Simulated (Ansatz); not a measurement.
Potential energy curve for SAl (cation, charge +1), lowest singlet found (which spin is the ground state isn't settled by this scan).

Computed with full CI/cc-pVDZ, frozen core run with Ansatz (a quantum-chemistry and plane-wave program).

Task: Relative to R = 2.21 Å, what are the energies at R = 2.28, 2.35, 2.45, 2.67 Å?

Result: 1.0 kcal/mol at 2.28 Å, 3.0 kcal/mol at 2.35 Å, 6.9 kcal/mol at 2.45 Å, 16.8 kcal/mol at 2.67 Å.

The scan ran from 1.63 to 7.65 Å; beyond the distances shown full CI changes its symmetry label.
